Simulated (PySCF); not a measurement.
Compound: C4H4F2NO (charge -1).
SMILES: `CC(F)(F)O[CH-]C#N`

Jobs on this species (12 atoms, 62 electrons) with PySCF (density fitting). Hardware of each: an AMD EPYC 7B13 with one thread (shared host). The host was shared with other jobs, so the times are rough. Peak memory is the resident size of the whole Python process, interpreter and libraries included.

**Question.** Rank these jobs by wall time, shortest first.
A. PBE0/6-31G*, start guess vsap, energy threshold 1e-08 Eh; 12 singlets by full TDDFT, 2 Tamm–Dancoff triplets, polarisability; 120 basis functions
B. PBE0/def2-SVPD; 6 singlets by full TDDFT, 2 Tamm–Dancoff triplets, polarisability, density and orbital grids written; 201 basis functions
C. mPW1PW91/6-311+G(2d,p), level shift 0.3 Eh; spin–spin couplings from 11 perturbed nuclei, spin–dipole term for 3 of them; 240 basis functions

**Answer.** A (14 s), B (26 s), C (51 s).

All jobs:

```csv
level and settings,work,basis functions,SCF cycles,wall time,peak memory
"X3LYP/pcSseg-1, IEF-PCM acetonitrile, grid level 1",shieldings,156,11,9.7 s,0.89 GiB
"BLYP/pcSseg-1, IEF-PCM chloroform, grid level 1, energy threshold 1e-11 Eh","shieldings, charges and field gradients",156,14,12 s,0.81 GiB
"PBE0/6-31G*, start guess vsap, energy threshold 1e-08 Eh","12 singlets by full TDDFT, 2 Tamm–Dancoff triplets, polarisability",120,12,14 s,0.59 GiB
"PBE0/pcSseg-1, start guess sap",shieldings,156,16,17 s,0.81 GiB
PBE0/pcSseg-1,"shieldings, charges and field gradients, density and orbital grids written",156,15,21 s,0.72 GiB
KT2/pcSseg-1,shieldings,156,16,23 s,0.67 GiB
PBE0/def2-SVPD,"6 singlets by full TDDFT, 2 Tamm–Dancoff triplets, polarisability, density and orbital grids written",201,15,26 s,0.82 GiB
"OLYP/pcSseg-1, grid level 4","shieldings, charges and field gradients",156,16,37 s,0.67 GiB
"mPW1PW91/6-311+G(2d,p), level shift 0.3 Eh","spin–spin couplings from 11 perturbed nuclei, spin–dipole term for 3 of them",240,19,51 s,0.91 GiB
```

**Question.** What do all jobs in the table cost together?

**Answer.** About 3.5 min; the longest takes about 24 % of that, and about 5.3 times as long as the shortest.
